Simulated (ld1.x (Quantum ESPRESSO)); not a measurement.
## Which change was made? (Dy, TM)

Dy, norm-conserving Troullier–Martins (Kleinman–Bylander form), made with ld1.x (Quantum ESPRESSO) 7.5 (PBE, scalar-relativistic). Core [Xe] 4f9, reference 5d1 6s0 6p0 (charge +2). Waves: 6s (bound, empty): rc 3.00 bohr; 6p (bound, empty): rc 3.65 bohr; 5d (bound): rc 3.35 bohr. Local part: all-electron potential smoothed inside 3.20 bohr (lloc = -1). Core correction: Bessel-smoothed model core inside 2.45 bohr.

Cutoffs, loose and tight: the cutoffs (Ry, on a coarse ladder) from which the occupation-weighted sum of valence levels, in a spherical-Bessel basis at the reference potential, stays within 10 and 1 mRy of its value at 400 Ry. They do not see the model core or the augmentation charge, which bear on the density cutoff. Test errors are all-electron minus pseudo excitation energies from the reference, over the configurations 5d1 6s2 6p0; 5d1 6s1 6p0; 5d1 6s1.5 6p0; 5d0 6s2 6p1; 5d2 6s0 6p0; 5d1 6s0 6p1; 5d0 6s2 6p0; variants that change the core or the reference have their own tests. The largest error is taken over the tests solved by every variant that gives reliable tests at all, those not shown here included: 5d0 6s2 6p0; 5d0 6s2 6p1; 5d1 6s0 6p1; 5d2 6s0 6p0.

The base gives: outcome: generated; cutoff, loose: 15 Ry; cutoff, tight: 18 Ry; bound ghosts: s; largest test error (meV): -107.

(1) After one change the result is: outcome: generated; cutoff, loose: 10 Ry; cutoff, tight: 12 Ry; bound ghosts: none; largest test error (meV): -73. Which change was it?
A. all radii but the core radius scaled by about 0.83 (s 2.48, p 3.02, d 2.78 bohr); local potential all-electron potential smoothed inside 2.66 bohr (lloc = -1)
B. all radii but the core radius scaled by about 1.21 (s 3.64, p 4.42, d 4.06 bohr); local potential all-electron potential smoothed inside 3.88 bohr (lloc = -1)
C. all radii but the core radius scaled by about 1.40 (s 4.18, p 5.10, d 4.68 bohr); local potential all-electron potential smoothed inside 4.46 bohr (lloc = -1)

## Answers

(1) C. The others give: all radii but the core radius scaled by about 1.21 (s 3.64, p 4.42, d 4.06 bohr); local potential all-electron potential smoothed inside 3.88 bohr (lloc = -1) → outcome: generated; cutoff, loose: 12 Ry; cutoff, tight: 15 Ry; bound ghosts: none; largest test error (meV): -109 | all radii but the core radius scaled by about 0.83 (s 2.48, p 3.02, d 2.78 bohr); local potential all-electron potential smoothed inside 2.66 bohr (lloc = -1) → outcome: generated; cutoff, loose: 15 Ry; cutoff, tight: 21 Ry; bound ghosts: s, p; largest test error (meV): -112.
